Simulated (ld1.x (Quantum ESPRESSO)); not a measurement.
**Configuration tests for zinc (Zn) (TM semilocal)**

Zn (Z = 30), norm-conserving Troullier–Martins (semilocal form), made with ld1.x (Quantum ESPRESSO) 7.5 (PBEsol, scalar-relativistic). Core [Ne], reference 3s2 3p6 3d10 4s2 4p0. Waves: 3s (bound): rc 0.75 bohr; 3p (bound): rc 1.05 bohr; 3d (bound): rc 0.75 bohr. Local part: the d channel. Core correction: none.

Occupied shells without a wave of their own: 4s. They enter only through the test configuration that unscreens the potential.

Energies are relative to the spin-unpolarised reference configuration 3s2 3p6 3d10 4s2 4p0; without spin polarisation the order of configurations can differ from experiment.

| valence configuration | charge | ΔE all-electron (eV) | error AE − PS (meV) |
| --- | --- | --- | --- |
| 3s2 3p6 3d10 4s1 4p0 | +1 | 9.899 | -141 |
| 3s2 3p6 3d9 4s0 4p0 | +3 | 68.757 | -539 |
| 3s2 3p6 3d10 4s0 4p2 | 0 | 10.603 | -199 |
| 3s1 3p6 3d10 4s2 4p0 | +1 | 137.746 | -9.8 |
| 3s2 3p6 3d10 4s1 4p1 | 0 | 5.126 | -95 |

(1) What are ΔE and the potential's error for 3s2 3p6 3d10 4s0 4p0?

(2) What are ΔE and the potential's error for 3s2 3p6 3d10 4s1.5 4p0?

Results:

(1) ΔE = 28.248 eV all-electron; the error (AE − PS) is -358 meV.

(2) ΔE = 3.950 eV all-electron; the error (AE − PS) is -62 meV.

ld1.x printed “convergence not achieved” for 1 of the counted tests; its residual had stalled under 1e-8, short of the target of 1e-14. The 4s level has no wave, so the channel is fitted at the deeper level alone: the likely source of the large errors.
